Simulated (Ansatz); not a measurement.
Input file for Ansatz (a first-principles code): U-CCSD(T)/cc-pV(D+d)Z on C3H10O3Si (SMILES CC(C)[Si](O)(O)O), a point of a bond scan (R = 1.681 Å). Files ending in .json are basis or fitting sets from the Basis Set Exchange.

Ansatz 0.2 input:
```yaml
crystal:
  periodic: [false, false, false]
  atoms:
    - {symbol: C, position_ang: [-1.00638934, 1.68773898, -0.75260981]}
    - {symbol: C, position_ang: [-1.01208716, 0.28983703, -0.11724566]}
    - {symbol: C, position_ang: [-1.66505266, -0.73709090, -1.05368950]}
    - {symbol: Si, position_ang: [0.52681883, -0.18801892, 0.36023218]}
    - {symbol: O, position_ang: [1.40812049, -0.25850565, -1.03393651]}
    - {symbol: O, position_ang: [1.20311931, 0.82449385, 1.46411534]}
    - {symbol: O, position_ang: [0.53735498, -1.62106473, 1.16478110]}
    - {symbol: H, position_ang: [-0.39834864, 1.70402406, -1.65948450]}
    - {symbol: H, position_ang: [-0.61262143, 2.44490569, -0.07029866]}
    - {symbol: H, position_ang: [-2.01936982, 1.99465190, -1.02669454]}
    - {symbol: H, position_ang: [-1.60339077, 0.33585898, 0.80494257]}
    - {symbol: H, position_ang: [-2.67749667, -0.42677314, -1.32594129]}
    - {symbol: H, position_ang: [-1.09221085, -0.84598226, -1.97693711]}
    - {symbol: H, position_ang: [-1.74268600, -1.72245099, -0.58805749]}
    - {symbol: H, position_ang: [2.33268046, -0.51107005, -0.96443310]}
    - {symbol: H, position_ang: [1.36027611, 1.73132240, 1.19311051]}
    - {symbol: H, position_ang: [0.26485923, -2.40189813, 0.67846066]}
basis:
  gaussian:
    orbitals: cc-pV_D+d_Z.json
correlation: {method: ccsd_t, electrons: outside_noble_gas}
scf: {omitted_lower_state_checks: [cluster_reference]}
magnetization: {spin_polarized: true, initial_magnetization: 0}
```

Give the final energy of this run.

-634.2997 hartree (reference determinant -633.1181, T1 diagnostic 0.010).

How many basis functions does it have, and what does it roughly cost on one machine?

157 functions; very roughly 9 core-minutes.
